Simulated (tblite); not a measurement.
Compound: C₅H₁₂BNO.
Atom-mapped SMILES: `[CH3:1][C:2]#[N+:3][BH2-:4][O:5][CH2:6][CH2:7][CH3:8]` (hydrogens: H9, H10, H11 on C1; H12, H13 on B4; H14, H15 on C6; H16, H17 on C7; H18, H19, H20 on C8)
Bond orders are those of one Lewis drawing.

Computed with GFN2-xTB (tblite), gas phase: L-BFGS steps from a force-field or distance-geometry start until the largest atomic force falls under 0.01 eV/Å.

The end geometry, which sets the zero of energy:
```
atom  x, y, z in Å
C1      2.8188    1.1225    0.2530
C2      2.1814    0.2416   -0.6765
N3      1.6964   -0.4531   -1.4533
B4      0.4396   -1.3040   -1.9419
O5     -0.6476   -0.7181   -1.2242
C6     -0.7922   -0.9907    0.1324
C7     -2.0638   -0.3277    0.6654
C8     -1.9695    1.1912    0.5975
H9      3.7642    1.4753   -0.1599
H10     2.1685    1.9768    0.4421
H11     3.0080    0.5979    1.1896
H12     0.3502   -1.0849   -3.0995
H13     0.7613   -2.4137   -1.6286
H14    -0.8352   -2.0787    0.3074
H15     0.0796   -0.6037    0.6994
H16    -2.9040   -0.6654    0.0576
H17    -2.2287   -0.6520    1.6955
H18    -1.1833    1.5564    1.2575
H19    -2.9098    1.6498    0.8953
H20    -1.7390    1.4912   -0.4215
```

**Question.** These geometries come from the run, each turned onto the end geometry. Order them by energy, lowest first.
A.
```
atom  x, y, z in Å
C1      3.1501    1.0430    0.1649
C2      2.3733    0.1848   -0.6743
N3      1.7688   -0.4902   -1.3815
B4      0.4483   -1.2217   -1.8624
O5     -0.5975   -0.5633   -1.1470
C6     -0.8076   -0.8667    0.1955
C7     -2.1893   -0.3724    0.6314
C8     -2.2757    1.1477    0.5922
H9      3.9934    1.4443   -0.3985
H10     2.5277    1.8683    0.5123
H11     3.5195    0.4846    1.0251
H12     0.3805   -0.9827   -3.0185
H13     0.6716   -2.3623   -1.5715
H14    -0.7343   -1.9535    0.3639
H15    -0.0310   -0.3865    0.8251
H16    -2.9299   -0.7981   -0.0479
H17    -2.3933   -0.7383    1.6402
H18    -1.5909    1.5875    1.3157
H19    -3.2834    1.4864    0.8219
H20    -2.0052    1.4997   -0.3992
```
B.
```
atom  x, y, z in Å
C1      3.2992    1.0390    0.1475
C2      2.4355    0.2324   -0.6600
N3      1.7719   -0.4264   -1.3261
B4      0.4463   -1.1344   -1.8177
O5     -0.5995   -0.4891   -1.0844
C6     -0.8617   -0.8894    0.2262
C7     -2.2507   -0.4030    0.6576
C8     -2.3643    1.1091    0.5164
H9      4.1163    1.4270   -0.4599
H10     2.7340    1.8728    0.5637
H11     3.7193    0.4415    0.9573
H12     0.3866   -0.8764   -2.9711
H13     0.6519   -2.2844   -1.5518
H14    -0.8027   -1.9891    0.3194
H15    -0.1074   -0.4669    0.9228
H16    -2.9993   -0.8815    0.0254
H17    -2.4281   -0.7152    1.6908
H18    -1.6351    1.6028    1.1512
H19    -3.3537    1.4593    0.7938
H20    -2.1638    1.3824   -0.5139
```
C.
```
atom  x, y, z in Å
C1      3.3593    1.0417    0.1655
C2      2.4122    0.2788   -0.5871
N3      1.7006   -0.3463   -1.2350
B4      0.4876   -1.1376   -1.8047
O5     -0.6778   -0.5990   -1.1526
C6     -0.9175   -0.9214    0.1820
C7     -2.2783   -0.3963    0.6460
C8     -2.4005    1.1149    0.5005
H9      4.1448    1.3864   -0.5049
H10     2.8812    1.9078    0.6172
H11     3.7945    0.4301    0.9547
H12     0.4833   -0.8792   -2.9639
H13     0.7866   -2.2711   -1.5374
H14    -0.8897   -2.0128    0.3281
H15    -0.1296   -0.4931    0.8326
H16    -3.0586   -0.8747    0.0520
H17    -2.4129   -0.6808    1.6946
H18    -1.5339    1.6134    0.9311
H19    -3.2912    1.4649    1.0196
H20    -2.4652    1.3848   -0.5508
```
D.
```
atom  x, y, z in Å
C1      2.8877    1.1042    0.2361
C2      2.2020    0.2585   -0.6918
N3      1.6888   -0.4178   -1.4661
B4      0.4408   -1.2928   -1.9284
O5     -0.6536   -0.7122   -1.2186
C6     -0.7961   -0.9671    0.1417
C7     -2.0916   -0.3363    0.6557
C8     -2.0296    1.1850    0.6046
H9      3.8220    1.4551   -0.2030
H10     2.2602    1.9622    0.4773
H11     3.1062    0.5482    1.1482
H12     0.3392   -1.1101   -3.0908
H13     0.7839   -2.3891   -1.5883
H14    -0.8068   -2.0527    0.3350
H15     0.0600   -0.5446    0.7065
H16    -2.9104   -0.6848    0.0252
H17    -2.2713   -0.6742    1.6788
H18    -1.2847    1.5622    1.3037
H19    -2.9941    1.6167    0.8608
H20    -1.7577    1.5003   -0.3994
```
E.
```
atom  x, y, z in Å
C1      3.3809    1.0497    0.1820
C2      2.3903    0.2808   -0.5147
N3      1.6122   -0.3250   -1.1037
B4      0.4180   -1.1423   -1.7887
O5     -0.7908   -0.6167   -1.2464
C6     -0.9393   -0.8967    0.1099
C7     -2.2928   -0.4292    0.6317
C8     -2.3857    1.0884    0.4975
H9      4.1399    1.3781   -0.5335
H10     2.9287    1.9338    0.6380
H11     3.8284    0.4481    0.9767
H12     0.5783   -0.8789   -2.9293
H13     0.6972   -2.2595   -1.4372
H14    -0.7964   -1.9744    0.2901
H15    -0.1486   -0.3853    0.6934
H16    -3.1004   -0.9124    0.0807
H17    -2.3600   -0.7375    1.6754
H18    -1.4578    1.5413    0.8497
H19    -3.2110    1.5083    1.0700
H20    -2.4963    1.3402   -0.5542
```

**Answer.** D (0.002 eV), A (0.007 eV), B (0.020 eV), C (0.053 eV), E (0.145 eV).

In the order of the answer:

| step | E above end (eV) | largest force (eV/Å) | rms force component (eV/Å) | rms distance from end (Å) | rms bond change (Å) | bond most changed (Å) |
| --- | --- | --- | --- | --- | --- | --- |
| 127 | 0.002 | 0.03 | 0.007 | 0.063 | 0.001 | N3–B4 -0.002 |
| 112 | 0.007 | 0.14 | 0.027 | 0.277 | 0.002 | N3–B4 -0.010 |
| 46 | 0.020 | 0.12 | 0.037 | 0.375 | 0.004 | N3–B4 -0.013 |
| 22 | 0.053 | 0.12 | 0.037 | 0.422 | 0.009 | N3–B4 -0.038 |
| 8 | 0.145 | 0.38 | 0.096 | 0.446 | 0.003 | B4–H13 +0.007 |

What follows is the cost of the whole relaxation. Hardware: an Arm Neoverse V1 with one thread, shared host. Cost: 1.0 s of wall time.
